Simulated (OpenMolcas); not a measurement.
Si+: thermal populations, worked from levels

- Program: OpenMolcas 26.06
- Basis: ANO-R2 [5s4p3d1f]
- Scalar Hamiltonian: X2C, finite nucleus
- Active space: 3 electrons in 9 orbitals (RAS2 3s 3p; RAS3 3d, at most 2 electrons)
- State averaging: 2S+1 = 4 odd, 1 root; 2S+1 = 2 odd, 8 roots; 2S+1 = 4 even, 3 roots; 2S+1 = 2 even, 9 roots
- Spin-orbit coupling: state interaction with AMFI integrals over the reference wave functions, term energies averaged over their components

Methods: RASSCF; SS-RASPT2, IPEA 0.25 Eh, imaginary shift 0.1 Eh (closed shells correlated: 2s 2p). Measured levels: NIST Handbook of Basic Atomic Spectroscopic Data.

**Thermal populations.** Z = Σ (2J + 1) exp(-E/kT) with k = 0.695035 cm-1/K, over the levels below. No other level of either list lies under 65500 cm-1, which is above 7 kT at each temperature.

| Level | 2J + 1 | SS-RASPT2 | measured |
| --- | --- | --- | --- |
| 3s2 3p 2P* 1/2 | 2 | 0.0 | 0.0 |
| 3s2 3p 2P* 3/2 | 4 | 257 | 287 |
| 3s 3p2 4P 1/2 | 2 | 41837 | 42824 |
| 3s 3p2 4P 3/2 | 4 | 41927 | 42933 |
| 3s 3p2 4P 5/2 | 6 | 42075 | 43108 |
| 3s 3p2 2D 3/2 | 4 | 55866 | 55309 |
| 3s 3p2 2D 5/2 | 6 | 55873 | 55325 |

| T (K) | Z, SS-RASPT2 | Z, measured levels | Ground level (%), SS-RASPT2 | Ground level (%), measured levels |
| --- | --- | --- | --- | --- |
| 5000 | 5.715 | 5.683 | 35.0 | 35.2 |
| 8000 | 5.826 | 5.805 | 34.3 | 34.5 |
| 12000 | 5.969 | 5.947 | 33.5 | 33.6 |

At 12000 K, kT = 8340 cm-1, and the computed levels give Z = 2.000 + 3.879 + 0.013 + 0.026 + 0.039 + 0.005 + 0.007 = 5.969.

Active for correlation alone: 3d; no level in the range computed is led by a configuration that fills it, so any true level of that kind is missing. Some terms mix strongly with configurations of 3d, whose occupation reaches 0.24 (3s 3p2 2D). Without dynamic correlation excited terms often stand tens of per cent too high (terms of higher spin than the ground term too low), and those without a measured partner can miss by more than the paired ones (holds for RASSCF). Computed and measured levels are paired by configuration, term and J; levels that our copy of the source lacks, or whose pairing is in doubt (as where it misses far off the trend of its configuration), stay unpaired and out of the deviations. Levels of configurations outside the active space are missing.

* marks odd parity.
